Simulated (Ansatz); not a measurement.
`C[Si@H](O)[Si@H](O)F` + `[AlH2][SH]` → `C[SiH](O)S` + `O[SiH](F)[AlH2]`  (redistribution)

Calculated with Ansatz (gas phase, PBE0-D4/def2-TZVP geometries, no zero-point term in ΔE). CCSD(T)/CBS is the MP2 limit (def2-TZVPP, def2-QZVPP) plus CCSD(T) − MP2 in def2-TZVPP, frozen cores. This one scheme is used for every species. Functionals use def2-TZVPP. HSE06 is defined as in plane-wave codes. Each species was taken in one conformer, which may not be the lowest.

`C[Si@H](O)[Si@H](O)F`:

```xyz
13

C     0.013   -0.798    1.988
Si   -0.573    0.290    0.599
O    -1.943   -0.373   -0.049
Si    0.954    0.477   -1.181
O    -0.045    0.484   -2.490
F     1.935   -0.794   -1.258
H     0.295   -1.786    1.619
H     0.880   -0.354    2.484
H    -0.778   -0.918    2.732
H    -0.843    1.663    1.124
H    -2.079   -0.212   -0.985
H     1.866    1.654   -1.225
H     0.318    0.668   -3.358
```

`[AlH2][SH]`:

```xyz
5

Al   -0.003    0.642    0.110
S     0.885   -1.325   -0.207
H     0.999    1.840    0.338
H    -1.578    0.779    0.098
H    -0.304   -1.937   -0.339
```

`C[SiH](O)S`:

Cartesian coordinates in Å:
```
C 0.816 -1.104 0.136
Si 0.116 0.583 -0.169
O -0.304 1.169 1.311
S -1.540 0.571 -1.526
H 1.162 -1.551 -0.798
H 1.660 -1.043 0.829
H 0.063 -1.761 0.576
H 1.079 1.480 -0.861
H -0.804 1.987 1.326
H -2.248 -0.332 -0.823
```

`O[SiH](F)[AlH2]`:

```xyz
8

O    -0.318    0.236   -1.734
Si    0.434   -0.474   -0.453
F     0.110   -2.051   -0.438
Al   -0.512    0.637    1.541
H     0.010    0.057   -2.617
H     1.912   -0.416   -0.659
H    -1.961    0.254    2.063
H     0.324    1.757    2.297
```

(1) Is it downhill or uphill in electronic energy at CCSD(T)/CBS, and by how much? (An estimate is asked.)

(2) What do these levels give: PBE0-D4, HSE06-D4, CAM-B3LYP, LC-ωPBE, SCS-MP2/def2-TZVPP, CCSD/def2-TZVPP? (An estimate is asked.)

Largest T1 diagnostic among the species: 0.012.

## Answers

(1) The calculation gave: Uphill: ΔE = +0.48 eV.

(2) Computed: PBE0-D4 0.48, HSE06-D4 0.48, CAM-B3LYP 0.49, LC-ωPBE 0.47, SCS-MP2/def2-TZVPP 0.48, CCSD/def2-TZVPP 0.48 eV.

At CCSD(T), def2-SVP lies +0.09 eV from the extrapolated value and def2-TZVPP +0.00 eV. Leaving LDA and LC-ωPBE aside and taking each functional with its dispersion term where it has one, the values, not all of them listed here, spread over 0.07 eV, from revPBE-D4 to B97M-V.
